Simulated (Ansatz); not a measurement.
Geometry optimisation, RKS r2SCAN-D4/def2-SVP (Ansatz).

input.yaml

```yaml
crystal:
  periodic: [false, false, false]
  atoms:
    - { symbol: Zr, position_ang: [0.01777, -0.229647, -0.04746] }
    - { symbol: F, position_ang: [0.092181, -0.136512, 1.902856] }
    - { symbol: O, position_ang: [1.82044, -0.247453, -0.660983] }
    - { symbol: H, position_ang: [2.707227, -0.267499, -1.032169] }
    - { symbol: O, position_ang: [-0.919214, 1.271689, -0.763139] }
    - { symbol: H, position_ang: [-1.392662, 2.02362, -1.131619] }
    - { symbol: Cl, position_ang: [-1.004456, -2.245718, -0.771413] }
    - { symbol: H, position_ang: [-2.632536, -0.379551, 1.452761] }
    - { symbol: H, position_ang: [-2.029951, -0.278628, 1.831365] }
basis:
  gaussian: { orbitals: def2-SVP }
hamiltonian:
  xc: r2scan
  dispersion: d4
relax:
  f_tol: 0.03
  max_steps: 50
```

Launched with:

```bash
$ ansatz run input.yaml --threads 4 --pin off --max-ram 5120MiB --backend cpu --events-out ev --progress --plain --runs-dir out
```

Where does it end, and by what steps?

The forces met the threshold. The force dipped under the threshold on the way, but the program's further checks kept it going. After 8 steps the energy has fallen by 0.086 eV; H9 moved furthest, 0.30 Å.

```json
{"step": "0", "energy less start (eV)": "0.0000", "largest force component (eV/Å)": "1.430", "accepted": "yes"}
{"step": "1", "energy less start (eV)": "-0.0772", "largest force component (eV/Å)": "0.166", "accepted": "yes"}
{"step": "2", "energy less start (eV)": "-0.0810", "largest force component (eV/Å)": "0.144", "accepted": "yes"}
{"step": "3", "energy less start (eV)": "-0.0831", "largest force component (eV/Å)": "0.052", "accepted": "yes"}
{"step": "4", "energy less start (eV)": "-0.0838", "largest force component (eV/Å)": "0.032", "accepted": "yes"}
{"step": "5", "energy less start (eV)": "-0.0846", "largest force component (eV/Å)": "0.023", "accepted": "yes"}
{"step": "6", "energy less start (eV)": "-0.0852", "largest force component (eV/Å)": "0.057", "accepted": "yes"}
{"step": "7", "energy less start (eV)": "-0.0854", "largest force component (eV/Å)": "0.039", "accepted": "yes"}
{"step": "8", "energy less start (eV)": "-0.0855", "largest force component (eV/Å)": "0.015", "accepted": "yes"}
```

```xyz
9
Properties=species:S:1:pos:R:3
Zr 0.087 -0.269 -0.039
F 0.231 -0.144 1.867
O 1.865 -0.258 -0.729
H 2.718 -0.159 -1.155
O -0.878 1.236 -0.709
H -1.278 2.016 -1.098
Cl -0.965 -2.296 -0.718
H -2.819 -0.403 1.420
H -2.302 -0.213 1.942
```

Whether the end is a true minimum wasn't checked by a vibrational analysis.

Time of the run: 29 s on 4 threads of Arm Neoverse V1, with other jobs on the host, peak memory 0.2 GiB.
